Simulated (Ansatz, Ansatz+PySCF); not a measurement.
```xyz
6

C     0.0000    0.0000   -0.6653
C     0.0000    0.0000    1.9959
H     0.0000   -0.9311   -1.2403
H     0.0000    0.9311   -1.2403
H     0.0000   -0.9311    2.5709
H     0.0000    0.9311    2.5709
```

Basis set: STO-3G (spherical functions). Correlated methods keep 2 orbitals frozen. Charge 0, multiplicity 1.

Computed with Ansatz (development build ahead of 0.2.0); each method stands on the lowest determinant of its kind that the runs found. Restricted open shells among the atoms or ions are ROHF, correlated in semicanonical orbitals with singles. Restricted functionals stand beside restricted open-shell atoms, which can lie above the unrestricted atoms usual in DFT and then raise those values.

(1) Give the atomization energy at this shape (free ground-state atoms in the same class of orbitals less the molecule, no zero-point energy) of singlet C2H4 by PBE0 (unrestricted), PBE0 (restricted), UHF-CCSDT(Q), UHF-CCSD(T), UHF-MP2, UHF, RHF-CCSDT(Q), RHF-CCSD(T), RHF-MP2, RHF.

## Answers

(1)

```json
{"method": "PBE0 (unrestricted)", "atomization energy": "1961.9 kJ/mol"}
{"method": "PBE0 (restricted)", "atomization energy": "1609.3 kJ/mol"}
{"method": "UHF-CCSDT(Q)", "atomization energy": "1726.2 kJ/mol"}
{"method": "UHF-CCSD(T)", "atomization energy": "1720.0 kJ/mol"}
{"method": "UHF-MP2", "atomization energy": "1687.4 kJ/mol"}
{"method": "UHF", "atomization energy": "1606.9 kJ/mol"}
{"method": "RHF-CCSDT(Q)", "atomization energy": "1357.0 kJ/mol"}
{"method": "RHF-CCSD(T)", "atomization energy": "1354.5 kJ/mol"}
{"method": "RHF-MP2", "atomization energy": "1251.5 kJ/mol"}
{"method": "RHF", "atomization energy": "1123.0 kJ/mol"}
```

Caution for PBE0 (unrestricted), UHF-CCSDT(Q), UHF-CCSD(T), UHF-MP2, UHF: the unrestricted determinant is a mixture of spin states. Caution for PBE0 (restricted), RHF-CCSDT(Q), RHF-CCSD(T), RHF-MP2, RHF: an unrestricted determinant lies well below. Caution for UHF-CCSDT(Q), UHF-CCSD(T), UHF-MP2, RHF-CCSDT(Q), RHF-CCSD(T), RHF-MP2: bonds are stretched, where a single reference can fail. Caution for UHF-CCSDT(Q), UHF-CCSD(T), UHF-MP2, UHF: the determinant breaks the point group. Caution for RHF-CCSDT(Q), RHF-CCSD(T): the program doubts this total. Caution for RHF-CCSD(T): the program finds a lower state of this spin.

This basis has no polarisation functions and is too small for such energies, which can lie far from measured ones in either direction.
